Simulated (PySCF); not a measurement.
Method used: PySCF, delta-SCF UKS SCAN, pcX-2 on the ionised atom, pcseg-1 elsewhere, spin-free X2C. Geometries: PBE0-D3(BJ)/def2-SVP; isolated species, one conformer each. Kα1 is taken as the energy difference of the 1s-hole and 2p3/2-hole states at the ground state's geometry. The 2p values aren't plain energy differences: one relaxed spin-free 2p hole is combined with a matrix within the shell (ground-state 2p orbital-energy differences and spin–orbit coupling). 2p3/2, the mean of its two sublevels, lies a third of the splitting below the shell's mean and 2p1/2 two thirds above it; the statistical areas are 2:1.

| site | Si 2p3/2 (eV) |
| --- | --- |
| Si1 in `[SiH3:1][SiH:2]([SiH3:3])[SiH3:4]` | 106.43 |
| silicon in `[SiH3]OC1=CC=CC=C1` | 107.68 |
| silicon in `CC(=O)[N]([SiH3])[GeH3]` | 107.38 |
| Si4 in `[BH2:1][SiH2:2][NH:3][SiH3:4]` | 107.03 |
| Si2 in `[SiH3:1][SiH2:2][SiH2:3][SiH3:4]` | 106.18 |

Problem. What are the Si 1s binding energies, and the Kα1 emission energies that follow?

Solution. 
| site | bonded to | 1s (eV) | 2p3/2 (eV) | Kα1 = 1s − 2p3/2 (eV) |
| --- | --- | --- | --- | --- |
| Si2 in `[SiH3:1][SiH2:2][SiH2:3][SiH3:4]` | 2 H and 2 Si | 1845.85 | 106.18 | 1739.67 |
| Si1 in `[SiH3:1][SiH:2]([SiH3:3])[SiH3:4]` | 3 H and Si | 1846.16 | 106.43 | 1739.73 |
| Si4 in `[BH2:1][SiH2:2][NH:3][SiH3:4]` | N and 3 H | 1846.89 | 107.03 | 1739.86 |
| silicon in `CC(=O)[N]([SiH3])[GeH3]` | N and 3 H | 1847.23 | 107.38 | 1739.85 |
| silicon in `[SiH3]OC1=CC=CC=C1` | O and 3 H | 1847.57 | 107.68 | 1739.89 |

Ranges: 1s 1.72 eV, 2p3/2 1.50 eV, Kα1 0.22 eV. A straight-line fit of 1s on 2p3/2 has slope 1.15.
